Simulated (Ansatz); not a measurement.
CH7GeNSi can be A, `C1[NH][GeH2][SiH2]1`, or B, `[CH2]1[SiH2][NH][GeH2]1`.

Isolated molecules relaxed with PBE0-D4/def2-TZVP in Ansatz; ΔE leaves out vibrations. CBS: MP2 limit from def2 TZ/QZ plus the TZ coupled-cluster correction, frozen cores. DFT in def2-TZVPP. B3LYP here is the variant with VWN-RPA as its local correlation; programs differ in this. For Ge outer-core shells are correlated without core-valence functions, which leaves a few kJ/mol of doubt a bond. Scalar relativity is left out up to krypton.

Which isomer does CCSD(T)/CBS put lower? Give the gap. (Estimate.)

Computed: B, by 148.2 kJ/mol.

Give E(B) − E(A) in kJ/mol with r2SCAN-D4, B3LYP-D4, B3LYP, PBE0-D4, CCSD/def2-TZVPP, ωB97M-V, PBE-D4. (Best estimate.)

The calculation gave: r2SCAN-D4 -141.9, B3LYP-D4 -136.8, B3LYP -135.8, PBE0-D4 -133.1, CCSD/def2-TZVPP -149.7, ωB97M-V -145.1, PBE-D4 -123.4. None reverses the order clearly.

Largest T1 diagnostic: 0.012.

From PBE to PBE0 (25 % exact exchange), in def2-TZVPP and without D4, E(B) − E(A) moves by −9.9 kJ/mol.
